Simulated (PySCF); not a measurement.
PySCF input (TPSS/def2-TZVPD):

```python
from pyscf import gto, scf, dft

mol = gto.M(
    atom='''
    Be    0.15407420    0.14286627    0.01800058
    H     0.21621437   -0.96451612    0.86310910
    H    -0.83251117    0.39305104   -0.93511142
    ''',
    basis='def2-tzvpd',
    charge=-1,
    spin=1,
    verbose=4,
)

mf = dft.UKS(mol, xc='tpss').density_fit(auxbasis='def2-universal-jkfit')
mf.grids.level = 3
mf.conv_tol = 1e-9
mf.max_cycle = 100
mf.max_memory = 1500
mf.kernel()
if not mf.converged:
    mf = mf.newton()
    mf.kernel(mf.make_rdm1())
for _ in range(2):
    mo, _, stable, _ = mf.stability(return_status=True)
    if stable:
        break
    mf.kernel(mf.make_rdm1(mo, mf.mo_occ))
mf.analyze()
```

End of the output:

```
Extra cycle  E= -15.9062868783793  delta_E= -4.17e-12  |g|= 5.22e-07  |ddm|= 2.79e-05
converged SCF energy = -15.9062868783793  <S^2> = 0.75111036  2S+1 = 2.0011101
uhf_internal: lowest eigs of H = [0.05135942 0.10205785 0.1129192 ]
<class 'pyscf.df.df_jk.DFUKS'> wavefunction is stable in the internal stability analysis
**** SCF Summaries ****
Total Energy =                         -15.906286878379298
Nuclear Repulsion Energy =               3.248930859638974
One-electron Energy =                  -28.154015752809258
Two-electron Energy =                    8.998798014790985
Two-electron Coulomb Energy =           12.718143733056756
DFT Exchange-Correlation Energy =       -3.719345718265772
HOMO-LUMO gap [eV] =                     0.371339489645612
**** MO energy ****
                             alpha | beta                alpha | beta
MO #1   energy= -3.67995267412888  | -3.67619385371489  occ= 1 | 1
MO #2   energy= -0.111719643122498 | -0.103075770690535 occ= 1 | 1
MO #3   energy= -0.0512215279430768 | -0.0470001867462191 occ= 1 | 1
MO #4   energy= 0.0737820109688494 | 0.087428485623712  occ= 1 | 0
MO #5   energy= 0.112161145412806  | 0.120297244047014  occ= 0 | 0
MO #6   energy= 0.137818167528517  | 0.14596861322446   occ= 0 | 0
MO #7   energy= 0.140819265440194  | 0.150450110738513  occ= 0 | 0
MO #8   energy= 0.161814632604103  | 0.188847556826254  occ= 0 | 0
MO #9   energy= 0.187075128924348  | 0.201002230956457  occ= 0 | 0
MO #10  energy= 0.272440404732385  | 0.274087139433227  occ= 0 | 0
MO #11  energy= 0.272683878199008  | 0.281427091583457  occ= 0 | 0
MO #12  energy= 0.318431889021459  | 0.31395459929704   occ= 0 | 0
MO #13  energy= 0.329920599269732  | 0.317087839311105  occ= 0 | 0
MO #14  energy= 0.335221272748691  | 0.33265268581065   occ= 0 | 0
MO #15  energy= 0.35108768614336   | 0.349836411893248  occ= 0 | 0
MO #16  energy= 0.351277309508372  | 0.357618969343498  occ= 0 | 0
MO #17  energy= 0.415745140367078  | 0.413733664115007  occ= 0 | 0
MO #18  energy= 0.476136130172219  | 0.48362929579454   occ= 0 | 0
MO #19  energy= 0.504418413720233  | 0.518619095534675  occ= 0 | 0
MO #20  energy= 0.582700400738705  | 0.593687856845368  occ= 0 | 0
MO #21  energy= 0.588247606746597  | 0.596115091084552  occ= 0 | 0
MO #22  energy= 0.629553196299039  | 0.63733200671316   occ= 0 | 0
MO #23  energy= 0.634610717364047  | 0.645699737390844  occ= 0 | 0
MO #24  energy= 0.682162244523811  | 0.682955624656108  occ= 0 | 0
MO #25  energy= 0.730180046745715  | 0.728728900707424  occ= 0 | 0
MO #26  energy= 0.749002002352114  | 0.741926216511365  occ= 0 | 0
MO #27  energy= 0.846775567311541  | 0.85116700799399   occ= 0 | 0
MO #28  energy= 0.883314894389485  | 0.887075167379181  occ= 0 | 0
MO #29  energy= 1.87159286506938   | 1.88238851430219   occ= 0 | 0
MO #30  energy= 1.8842920481096    | 1.89650361465794   occ= 0 | 0
MO #31  energy= 1.93122008721627   | 1.9421264387657    occ= 0 | 0
MO #32  energy= 2.02736657264564   | 2.03751413320577   occ= 0 | 0
MO #33  energy= 2.23999032173329   | 2.2544137058936    occ= 0 | 0
MO #34  energy= 2.26237601011574   | 2.28004067394969   occ= 0 | 0
MO #35  energy= 2.98279160044522   | 3.00083251957101   occ= 0 | 0
MO #36  energy= 3.0049581238191    | 3.02404029025631   occ= 0 | 0
MO #37  energy= 5.36919548551128   | 5.37311542974291   occ= 0 | 0
MO #38  energy= 5.58893817519583   | 5.6029118762262    occ= 0 | 0
MO #39  energy= 6.0179508983827    | 6.02445636674406   occ= 0 | 0
MO #40  energy= 7.51842806375469   | 7.52325900260592   occ= 0 | 0

To work with the spin densities directly, `use mulliken_meta_spin()` only printing them here.

 ** Mulliken spin pop alpha/beta on meta-lowdin orthogonal AOs **
 ** Mulliken Spin Density (per AO)  **
spin_pop of  0 Be 1s        0.00000
spin_pop of  0 Be 2s        0.27941
spin_pop of  0 Be 3s        0.05816
spin_pop of  0 Be 4s        0.00260
spin_pop of  0 Be 5s        0.00808
spin_pop of  0 Be 2px       0.13483
spin_pop of  0 Be 2py       0.11601
spin_pop of  0 Be 2pz       0.00213
spin_pop of  0 Be 3px       0.04476
spin_pop of  0 Be 3py       0.03848
spin_pop of  0 Be 3pz       0.00059
spin_pop of  0 Be 4px       0.00425
spin_pop of  0 Be 4py       0.00365
spin_pop of  0 Be 4pz       0.00004
spin_pop of  0 Be 5px       0.02161
spin_pop of  0 Be 5py       0.01855
spin_pop of  0 Be 5pz       0.00020
spin_pop of  0 Be 3dxy      0.00078
spin_pop of  0 Be 3dyz      0.00413
spin_pop of  0 Be 3dz^2     0.00010
spin_pop of  0 Be 3dxz      0.00430
spin_pop of  0 Be 3dx2-y2    0.00032
spin_pop of  1 H 1s        0.05527
spin_pop of  1 H 2s        0.01508
spin_pop of  1 H 3s        0.00720
spin_pop of  1 H 2px       0.01385
spin_pop of  1 H 2py      -0.00012
spin_pop of  1 H 2pz       0.00811
spin_pop of  1 H 3px       0.02000
spin_pop of  1 H 3py       0.00644
spin_pop of  1 H 3pz       0.00269
spin_pop of  2 H 1s        0.05527
spin_pop of  2 H 2s        0.01508
spin_pop of  2 H 3s        0.00720
spin_pop of  2 H 2px       0.00037
spin_pop of  2 H 2py       0.01606
spin_pop of  2 H 2pz       0.00541
spin_pop of  2 H 3px       0.00917
spin_pop of  2 H 3py       0.01943
spin_pop of  2 H 3pz       0.00052
 ** Mulliken Spin Density (per atom)  **
spin density of  0 Be =      0.74297
spin density of  1 H =      0.12852
spin density of  2 H =      0.12852
 ** Mulliken pop alpha/beta on meta-lowdin orthogonal AOs **
 ** Mulliken pop       alpha | beta **
pop of  0 Be 1s        0.99994 | 0.99994
pop of  0 Be 2s        0.66508 | 0.38567
pop of  0 Be 3s        0.05819 | 0.00003
pop of  0 Be 4s        0.00263 | 0.00002
pop of  0 Be 5s        0.00876 | 0.00068
pop of  0 Be 2px       0.14624 | 0.01140
pop of  0 Be 2py       0.13224 | 0.01622
pop of  0 Be 2pz       0.02530 | 0.02318
pop of  0 Be 3px       0.04568 | 0.00092
pop of  0 Be 3py       0.03950 | 0.00102
pop of  0 Be 3pz       0.00141 | 0.00082
pop of  0 Be 4px       0.00448 | 0.00023
pop of  0 Be 4py       0.00404 | 0.00039
pop of  0 Be 4pz       0.00071 | 0.00067
pop of  0 Be 5px       0.02285 | 0.00124
pop of  0 Be 5py       0.02038 | 0.00182
pop of  0 Be 5pz       0.00293 | 0.00274
pop of  0 Be 3dxy      0.00089 | 0.00011
pop of  0 Be 3dyz      0.00492 | 0.00079
pop of  0 Be 3dz^2     0.00017 | 0.00007
pop of  0 Be 3dxz      0.00557 | 0.00128
pop of  0 Be 3dx2-y2    0.00216 | 0.00185
pop of  1 H 1s        0.81321 | 0.75794
pop of  1 H 2s        0.02052 | 0.00544
pop of  1 H 3s        0.01132 | 0.00412
pop of  1 H 2px       0.01460 | 0.00075
pop of  1 H 2py       0.00212 | 0.00224
pop of  1 H 2pz       0.00868 | 0.00057
pop of  1 H 3px       0.02107 | 0.00107
pop of  1 H 3py       0.00735 | 0.00091
pop of  1 H 3pz       0.00412 | 0.00143
pop of  2 H 1s        0.81321 | 0.75794
pop of  2 H 2s        0.02052 | 0.00544
pop of  2 H 3s        0.01132 | 0.00412
pop of  2 H 2px       0.00248 | 0.00211
pop of  2 H 2py       0.01666 | 0.00061
pop of  2 H 2pz       0.00625 | 0.00084
pop of  2 H 3px       0.00986 | 0.00069
pop of  2 H 3py       0.02080 | 0.00136
pop of  2 H 3pz       0.00187 | 0.00135
In total             4.00000 | 3.00000
 ** Mulliken atomic charges   ( Nelec_alpha | Nelec_beta ) **
charge of  0Be =      0.35484  (     2.19406      1.45110 )
charge of  1H =     -0.67742  (     0.90297      0.77445 )
charge of  2H =     -0.67742  (     0.90297      0.77445 )

WARN: System has nonzero charge -1; the dipole moment is origin-dependent.
Location of origin: [0. 0. 0.]

Dipole moment(X, Y, Z, Debye): -1.99221, -1.84732, -0.23282
```
